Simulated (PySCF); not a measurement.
ReO3, SMILES [O]=[Re](=[O])=[O] (connectivity only; charge and spin as stated), neutral, multiplicity 2. Coordinates come from a r2SCAN-D4/def2-TZVP optimisation. The spin state was assumed, not searched. The isomer is the one that the SMILES or the coordinates give; other isomers of the formula were not compared. The def2 effective core potentials stand for the cores of Re; spin–orbit coupling is left out.

These are PySCF with r2SCAN-D4/def2-TZVP values and carry that method's errors.

Harmonic wavenumbers (cm⁻¹): 208, 325, 325, 998, 998, 1039. Rotational constants (GHz): 6.980, 6.980, 3.847; symmetry number 3.

Q: Work out the zero-point energy and the ideal-gas rigid-rotor harmonic-oscillator thermochemistry at 298.15 K and 1 atm.

A: ZPE = ½ Σ hcν = ½ × 3893 cm⁻¹ = 23.28 kJ/mol. H − E(el) = 36.97 kJ/mol. Entropy in J/(mol K): translation 176.79, rotation 95.27, vibration 20.52, spin 5.76, total 298.35. G − E(el) = -51.98 kJ/mol. Cp = 59.10 J/(mol K).
